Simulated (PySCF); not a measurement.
Exercise with solution: oscillator strength and radiative lifetime

2-fluorocyclopenta-1,3-diene (C5H5F), SMILES C1=C(C=CC1)F.

Coordinates come from a PBE0-D3(BJ)/def2-SVP optimisation. One conformer was computed; it need not be the lowest.

TDA-PBE/def2-SVPD (PySCF) puts the first singlet state with f over 0.02 at 5.18 eV (vertical), with the transition dipole (0.796, -0.352, 0.000) in atomic units.

### Question
Find the oscillator strength, the wavelength and the radiative lifetime that this transition would have in vacuum if emission retraced absorption.

### Answer

|μ|² = 0.7575 au, so |μ| = 2.21 D. ΔE = 5.18/27.211 = 0.1904 hartree. f = (2/3) ΔE |μ|² = 0.096 (the program prints 0.096).
λ = 1239.84/5.18 = 239 nm; ν = 41779 cm⁻¹.
Einstein's coefficient A = 0.6670 ν² f s⁻¹ (ν in cm⁻¹) = 1.1e8 s⁻¹, so τ = 1/A = 8.9 ns. This state is S1. The figure is the radiative limit of this one transition; relaxation, internal conversion, crossing to triplets and a medium change what is measured.
